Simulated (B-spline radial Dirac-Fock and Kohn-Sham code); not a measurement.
**Dipole and non-dipole photoemission parameters of Ar 1s**

System: atomic argon, configuration 1s2 2s2 2p6 3s2 3p6; threshold 3205.9 eV (tabulated edge). The computed values come from a radial finite-basis atomic code: Dirac-Hartree-Slater photoionisation with a Latter tail; cross sections with all multipoles, angular parameters from the dipole term and its interference with E2.

The run's input, task.json:

```json
{"items": [{
  "Z": 18,
  "q": 0,
  "cfg": [[1, 0, 2], [2, 0, 2], [2, 1, 6], [3, 0, 2], [3, 1, 6]],
  "A": 40,
  "rrms": 3.4274,
  "do": "xps",
  "hv": [100, 150, 182.0, 183.0, 192.0, 195.0, 268.0, 307.0, 319.0, 364.0, 456.0, 491.0, 600, 652.0, 800, 1100.0, 1250.0, 1253.6, 1480.0, 4510.0, 4550.0, 4640.0, 6000, 6170.0, 6690.0, 8047.8, 8680.0, 9251.7, 9460.0, 10600.0],
  "edges": {"K": 3205.9, "L1": 326.3, "L2": 250.6, "L3": 248.4}
}]}
```

Launch: `python xray2_run.py task.json out`

For linearly polarised light dσ/dΩ = σ/(4π) [1 + β P₂(cos θ) + (δ + γ cos²θ) sin θ cos φ], with θ from the polarisation vector and φ the angle between the beam and the projection of the electron momentum on the plane normal to the polarisation.

```
hν (eV)  σ (kb)      β      γ
   4510    33.8  2.000  0.573
   4550    33.0  2.000  0.587
   4640    31.4  2.000  0.620
   6000    15.8  2.000  1.012
   6170    14.7  2.000  1.052
   6690    11.8  2.000  1.170
 8047.8    7.05  2.000  1.438
   8680    5.70  2.000  1.550
 9251.7       ?      ?      ?
   9460    4.47  2.000  1.678
  10600    3.23  2.000  1.851
```

Question: Give the values at Ga Kα (9251.7 eV).

Answer: σ = 4.76 kb, β = 2.000, γ = 1.645. For an s subshell δ is negligible.
